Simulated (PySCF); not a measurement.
ClGeH3Si, SMILES [Cl][Ge][SiH3] (connectivity only; charge and spin as stated), neutral, multiplicity 1. Atoms are numbered in the order given.

```xyz
6

Ge     0.8439    -0.2245     0.0000
Cl    -0.9770    -1.5050     0.0000
Si    -0.5539     1.8524     0.0000
H      0.2406     3.1366     0.0000
H     -1.4408     1.8487    -1.2216
H     -1.4408     1.8487     1.2216
```
Charge 0, spin multiplicity 1.

Geometry: PBE-D3(BJ)/def2-SVP.

Method: CAM-B3LYP/def2-TZVPD (PySCF).

Mulliken values depend strongly on the basis, most of all with diffuse functions as here. Atomic charges (e):

```csv
atom,IAO,Mulliken
Ge1,0.36,0.36
Cl2,-0.32,-0.35
Si3,0.29,0.15
H4,-0.12,-0.08
H5,-0.10,-0.05
H6,-0.10,-0.05
```
